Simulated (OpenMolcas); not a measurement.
**S2+: effect of the basis set**

| Quantity | Value |
| --- | --- |
| Program | OpenMolcas |
| Method | CASSCF |
| Active space | 2 electrons in 3 orbitals (3p) |
| State averaging | 2S+1 = 3 even, 3 roots; 2S+1 = 1 even, 6 roots |
| Spin-orbit coupling | RASSI with atomic mean-field integrals over the reference wave functions, term energies averaged over their components |

A. ANO-R1 [4s3p1d], X2C, finite nucleus; cost about 1.5 core-seconds
B. ANO-L-VTZP [5s4p2d1f], non-relativistic, point nucleus; cost about 2.9 core-seconds
C. ANO-RCC-VTZP [5s4p2d1f], DKH2, point nucleus; cost about 4 core-seconds
D. ANO-R2 [5s4p3d1f], X2C, finite nucleus; cost roughly 2 core-seconds
E. ANO-RCC-VQZP [6s5p3d2f1g], DKH2, point nucleus; cost roughly 2.8 core-seconds
F. ANO-R3 [6s5p4d3f1g], X2C, finite nucleus; cost of the order of 4 core-seconds

Energies in cm-1 above 3s2 3p2 3P0, the measured ground level; measured values from NIST levels in Podobedova, Kelleher and Wiese, J. Phys. Chem. Ref. Data 38, 171 (2009).

```json
{"Level": "3s2 3p2 3P0", "A": "0.0", "B": "0.0", "C": "0.0", "D": "0.0", "E": "0.0", "F": "0.0", "Measured": "0.0"}
{"Level": "3s2 3p2 3P1", "A": "291", "B": "268", "C": "269", "D": "268", "E": "264", "F": "268", "Measured": "299"}
{"Level": "3s2 3p2 3P2", "A": "827", "B": "765", "C": "768", "D": "765", "E": "755", "F": "765", "Measured": "833"}
{"Level": "3s2 3p2 1D2", "A": "14230", "B": "14237", "C": "14246", "D": "14265", "E": "14278", "F": "14263", "Measured": "11323"}
{"Level": "3s2 3p2 1S0", "A": "34562", "B": "34617", "C": "34635", "D": "34668", "E": "34682", "F": "34658", "Measured": "27161"}
```

Deviations, from unrounded energies. A percentage is the sum of absolute deviations over the sum of measured energies, with the sign that they share, or ± where signs differ.

```csv
Against measurement,Levels,A,B,C,D,E,F
mean absolute deviation (cm-1),4,2600,2600,2600,2600,2600,2600
fine structure of the ground term (%),2,-1.2,-8.7,-8.4,-8.7,-9.9,-8.8
other terms of the ground configuration (%),2,+26.8,+26.9,+27.0,+27.2,+27.2,+27.1
```

A, B, C, D, E, F lie about equally close to measurement. The largest miss of A in the table is 3s2 3p2 1S0, by +7400 cm-1. The ranking rests on the paired levels alone, and a cruder setting can come out closer through cancelling errors.

Among A to F the level of the table that moves most is 3s2 3p2 1S0, by 120 cm-1 (lowest in A, highest in E).

With the s shell closed, the reference lacks s² → p² mixing. Computed and measured levels are paired by configuration, term and J; levels that our copy of the source lacks, or whose pairing is in doubt (as where it misses far off the trend of its configuration), stay unpaired and out of the deviations. Levels of configurations outside the active space are missing.
